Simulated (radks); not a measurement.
Valence configurations of Hf I (all share [Xe]). Calculated with a radial shooting solver on a logarithmic mesh with Libxc functionals: Dirac Kohn-Sham, PBE, spin-unpolarised, spherical densities, finite nucleus; open shells are shared between the two j in proportion to 2j + 1; Fermi nuclear charge, rms radius 5.347 fm. Energies are relative to 4f14 5d2 6s2; eigenvalues in eV.

\begin{tabular}{lrrrrrr}
valence & E (eV) & e(4f5/2) & e(4f7/2) & e(5d3/2) & e(5d5/2) & e(6p1/2) \\ \hline
4f14 5d2 6s2 & 0.000 & -17.760 & -16.017 & -2.968 & -2.520 & - \\
4f14 5d2.5 6s1.5 & 1.252 & -17.018 & -15.275 & -2.564 & -2.142 & - \\
4f14 5d1 6s2 6p1 & 1.931 & -21.164 & -19.418 & -5.279 & -4.742 & -2.654 \\
4f14 5d3 6s1 & 2.586 & -16.397 & -14.654 & -2.241 & -1.842 & - \\
4f14 6s2 6p2 & 5.365 & -24.970 & -23.223 & - & - & -3.591 \\
4f14 5d2 6p2 & 7.797 & -20.554 & -18.809 & -5.237 & -4.728 & -2.971 \\
4f13.5 5d2.5 6s2 & 7.852 & -21.600 & -19.814 & -3.515 & -3.007 & - \\
4f13.5 5d3 6s1.5 & 8.921 & -20.759 & -18.975 & -3.036 & -2.555 & - \\
4f13 5d3 6s2 & 17.393 & -25.579 & -23.752 & -4.059 & -3.492 & - \\
4f12 5d4 6s2 & 41.816 & -33.943 & -32.032 & -5.143 & -4.461 & - \\
\end{tabular}

NIST lists [Xe] 4f14 5d2 6s2 as the ground configuration; this level of theory agrees among the configurations tried. The energies are those of spherical spin-averaged densities, not of single terms.
